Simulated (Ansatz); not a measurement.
Job for Ansatz (a program for electronic structure): U-CAM-B3LYP/def2-TZVPP on F (SMILES [F]).

Ansatz 0.2 input:
```yaml
crystal:
  periodic: [false, false, false]
  atoms:
    - {symbol: F, position_ang: [0.00000000, 0.00000000, 0.00000000]}
basis:
  gaussian:
    orbitals: def2-TZVPP
hamiltonian:
  xc: {name: CAM-B3LYP}
magnetization: {spin_polarized: true, initial_magnetization: 1}
```

Problem. Give the final energy of this run.

Solution. -99.7469 hartree.
